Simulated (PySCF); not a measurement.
BeCl, SMILES [Be+][Cl], charge +1.

Coordinates come from a B3LYP-D3(BJ)/def2-TZVPD optimisation. The multiplicity is an assumed one; other spin states were not compared.

Two levels are set side by side: PBE/def2-TZVPD (PySCF) and HF/def2-TZVPD (PySCF). Same geometry, gas phase. Differences are taken from unrounded values.

```csv
quantity,PBE
orbital gap (eV),3.38
highest occupied level (eV),-14.79
lowest empty level (eV),-11.41
mean polarisability (bohr³),22.3
```

**Question.** These are the PBE values. What does HF give? (An estimate is asked for; the answer gives what the named calculation found.)

**Answer.** 
| quantity | HF | PBE minus HF |
|---|---|---|
| orbital gap (eV) | 11.17 | -7.79 |
| highest occupied level (eV) | -19.17 | 4.38 |
| lowest empty level (eV) | -8.00 | -3.41 |
| mean polarisability (bohr³) | 19.5 | 2.7 |

Without exact exchange PBE keeps part of each electron's self-repulsion, which lifts occupied levels and narrows the gap. Loosely held outer electrons make PBE densities more polarisable. Differences between two approximate levels are no errors against the true value.
